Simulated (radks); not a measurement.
Q: The mean radii <r> (bohr) of the occupied orbitals of an atom or ion are listed with their occupations. Calculated with a radial shooting solver on a logarithmic mesh with Libxc functionals: scalar-relativistic Kohn-Sham, PBE, spin-unpolarised, spherical densities, finite nucleus; Fermi nuclear charge, rms radius of each element as measured or else 0.836 A^(1/3) + 0.57 fm.

orbital  occ.      <r>
1s          2  0.03916
2s          2   0.1725
2p          6   0.1504
3s          2   0.4916
3p          6   0.4978
3d         10   0.4965
4s          2    1.298
4p          4    1.443

Name the element and its charge.

A: Z = 38, strontium, charge +4: Sr4+ in [Ar] 3d10 4s2 4p4. The 1s radius gives Z: for a bare nucleus <r> = (2 gamma + 1)/(2Z) with gamma = sqrt(1 - (Z/c)^2), 0.03844 bohr for Z = 38, and screening makes it slightly larger (0.03916 here). The occupations add up to 34, and the charge is Z minus that.
